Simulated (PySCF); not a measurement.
# NMR parameters from quadrupole coupling constants

C2H7F2NSi.
Cartesian coordinates in Å at the GFN2-xTB level; atoms count from 1:
```
atom  x, y, z in Å
N1     2.2913   -0.3811   -0.0791
Si2    0.6931   -0.7260   -0.6090
C3    -0.3745    0.5725    0.2882
C4    -1.8201    0.4432   -0.0943
F5    -2.3066   -0.7895    0.2076
F6    -2.6044    1.3197    0.5949
H7     3.0419   -0.9856   -0.3672
H8     2.6169    0.5707   -0.0272
H9     0.3918   -2.0810   -0.1627
H10    0.4362   -0.5916   -2.0549
H11   -0.2965    0.4448    1.3674
H12   -0.0610    1.5888    0.0541
H13   -2.0124    0.6155   -1.1640
```

Computed at PBE0/pcSseg-1 (PySCF, non-relativistic):

```json
{"atom": "N1", "environment": "silicon-bound nitrogen", "nucleus": "14N", "spin I": "1", "Q (b)": "0.02044", "CQ = χzz (MHz)": "-4.574", "η": "0.312"}
```

Task: Recover the principal values of the field gradient from CQ = 234.96 MHz × Q × Vzz, η = (Vxx − Vyy)/Vzz and a zero trace.

Result: The tensor is traceless, so η fixes the two smaller values:

```json
{"atom": "N1", "Vxx (au)": "0.328", "Vyy (au)": "0.625", "Vzz (au)": "-0.952", "Vzz (10²¹ V/m²)": "-9.26"}
```

Task: Give the quadrupolar product PQ = |CQ|√(1 + η²/3), the quadrupolar frequency νQ = 3|CQ|/[2I(2I − 1)] and the Larmor frequency ν0 = |g| × 7.62259 MHz/T × B at 11.75 T, with g(14N) = 0.40376.

Result: 
| atom | PQ (MHz) | νQ (MHz) | ν0 (MHz) | νQ/ν0 |
| --- | --- | --- | --- | --- |
| N1 | 4.648 | 6.862 | 36.16 | 0.190 |

For N1: PQ = 4.574 × 1.0161, νQ = 4.574 × 1.5000, ν0 = 3.0777 MHz/T × 11.75 T.

Isolated species at its GFN2-xTB geometry (one conformer only). GFN2-xTB bond lengths can be off by several hundredths of an ångström, more for odd bonds, and the gradients follow them. The basis is small and wasn't made for field gradients, so the couplings can be 20 % off.

The run behind these numbers computed NMR shieldings as well. On one thread, Arm Neoverse V2 (shared host), this took 17 s wall (with the writing of density and orbital grids).
